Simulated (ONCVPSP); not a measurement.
What the settings do to the ONCV potential of germanium (Ge)

Base potential:

ONCVPSP 4.0.1 input, shortened (lines: element, Z, core and valence counts, functional; n l f; lmax; l rc ep ncon nbas qcut; lloc lpopt rc5 dvloc0; l nproj debl; icmod fcfact rcfact), PBE, scalar-relativistic:

```
  Ge 32.00    6    2        4      upf
    1    0    2.00
    2    0    2.00
    2    1    6.00
    3    0    2.00
    3    1    6.00
    3    2   10.00
    4    0    2.00
    4    1    2.00
    2
    0    1.55    0.00    4    7    4.00
    1    1.65    0.00    3    6    5.70
    2    1.65    0.07    3    7    6.50
    4    5    1.05    0.00
    0    2    1.70
    1    3    1.00
    2    2    2.60
    0    0.00    0.00
```

All-electron outer shells of the reference configuration (PBE, scalar-relativistic, ld1.x):

| shell | level (eV) | outermost node (bohr) | outermost maximum (bohr) |
| --- | --- | --- | --- |
| 3p | -115.62 | 0.23 | 0.54 |
| 3d | -29.31 | – | 0.50 |
| 4s | -11.73 | 0.77 | 1.75 |
| 4p | -3.90 | 0.82 | 2.22 |

Cutoffs, loose and tight: the cutoffs (Ha) at which the residual kinetic energy of the hardest occupied pseudo-wave falls to 1 and 0.1 mHa per electron. They do not see the model core or the augmentation charge, which bear on the density cutoff. Test errors are all-electron minus pseudo excitation energies from the reference, over the configurations 4s2 4p1; 4s2 4p0; 4s1 4p0; 4s1 4p3. A dash means not determined; rows that change the core or the reference have their own tests.

For the base: The cutoffs count occupied waves only; projector 2 of the d channel, the hardest unoccupied one, needs 125 Ha at the loose tolerance.

A true bound ghost makes a file unfit for plane-wave use even where its test errors are small: the radial tests pick states by their node count and pass the ghost by.

```csv
change,outcome,"cutoff, loose","cutoff, tight",bound ghosts,GHOST(+) flags above zero,largest test error (meV)
base,generated,8.8 Ha,23 Ha,"p, d","s, p",+75
d: nbas 8,generated,8.8 Ha,23 Ha,"p, d","s, p",+75
d: nproj 3,generated,8.8 Ha,23 Ha,"p, d","s, p",+75
s: debl 5.15,generated,8.8 Ha,23 Ha,"p, d","s, p",+76
```

Task: What comes out with this change to the base: s: qcut 3.8; p: qcut 5.4; d: qcut 6.1?

Result: outcome: generated; cutoff, loose: 9.9 Ha; cutoff, tight: 32 Ha; bound ghosts: p, d; GHOST(+) flags above zero: s, p; largest test error (meV): +75.

Task: What comes out with this change to the base: s: rc 1.76?

Result: outcome: generated; cutoff, loose: 9.0 Ha; cutoff, tight: 31 Ha; bound ghosts: p, d; GHOST(+) flags above zero: s, p; largest test error (meV): +74.

Task: What comes out with this change to the base: s: qcut 3.5?

Result: outcome: generated; cutoff, loose: 16 Ha; cutoff, tight: 38 Ha; bound ghosts: p, d; GHOST(+) flags above zero: s, p; largest test error (meV): +74.
